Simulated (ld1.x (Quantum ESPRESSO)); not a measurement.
## What one change does to a pseudopotential (Fe, PAW)

ld1.x (Quantum ESPRESSO) 7.5 input, shortened:

```
&input
   title='Fe', zed=26., rel=1, dft='PBE', iswitch=3,
   config='[Ar] 3d6 4s2 4p0'
 /
 &inputp
   pseudotype=3, lpaw=.true., tm=.true., lloc=-1, rcloc=1.55,
   nlcc=.true., new_core_ps=.true., rcore=1.20,
   which_augfun='GAUSS', rmatch_augfun=0.90
 /
6
3S  1  0   2.00   0.00  1.10  1.25  0.0
4S  2  0   2.00   0.00  1.10  1.25  0.0
3P  2  1   6.00   0.00  1.20  1.45  0.0
4P  3  1   0.00   0.00  1.20  1.45  0.0
3D  3  2   6.00   0.00  1.40  1.55  0.0
3D  3  2   0.00   0.05  1.40  1.55  0.0
 &test
   configts(1)='3s2 3p6 3d6 4s2 4p0'
 /
```

Change: augmentation PSQ, radius 1.05 bohr.

Cutoffs: the cutoffs (Ry, on a coarse ladder) from which the occupation-weighted sum of valence levels, in a spherical-Bessel basis at the reference potential, stays within 10 and 1 mRy of its value at 400 Ry; they do not see the model core or the augmentation charge, which bear on the density cutoff. Errors are all-electron minus pseudo energies relative to the spin-unpolarised reference configuration.

How do hardness, ghosts and transferability respond?

The potential gets neither clearly harder nor softer (55 Ry and 100 Ry → 55 Ry and 100 Ry); of the 7 tests that both files solve, the error grows in 3 and shrinks in 1 by more than 15 % and 0.3 meV (median size 1.5 → 2.6 meV); neither file shows a bound ghost.

| quantity | base | changed |
| --- | --- | --- |
| cutoff, loose | 55 Ry | 55 Ry |
| cutoff, tight | 100 Ry | 100 Ry |
| bound ghosts | none | none |
| error for 3s2 3p6 3d6 4s1 4p0, meV [ΔE 8.73 eV] | -0.7 | -0.8 |
| error for 3s2 3p6 3d6 4s0 4p0, meV [ΔE 24.93 eV] | -1.5 | -2.6 |
| error for 3s2 3p6 3d5 4s0 4p0, meV [ΔE 59.16 eV] | 0.0 | -3.9 |
| error for 3s1 3p6 3d6 4s2 4p0, meV [ΔE 101.88 eV] | -26 | -25 |
| error for 3s2 3p6 3d5 4s2 4p0, meV [ΔE 14.21 eV] | +13 | 0.0 |
| error for 3s2 3p5 3d6 4s2 4p0, meV [ΔE 67.68 eV] | -22 | -27 |
| error for 3s2 3p6 3d6.5 4s1.5 4p0, meV [ΔE -0.73 eV] | +0.4 | -0.7 |
| s: phases at 1.71 bohr within 0.05 rad from the reference energy up to (Ry; the scan ends near 5) | to the end of the scan | to the end of the scan |
| p: phases at 1.71 bohr within 0.05 rad from the reference energy up to (Ry; the scan ends near 5) | to the end of the scan | to the end of the scan |
| d: phases at 1.71 bohr within 0.05 rad from the reference energy up to (Ry; the scan ends near 5) | to the end of the scan | to the end of the scan |
| lowest overlap eigenvalue by channel | s 0.22, p 0.12, d 1.00 | s 0.22, p 0.12, d 1.00 |
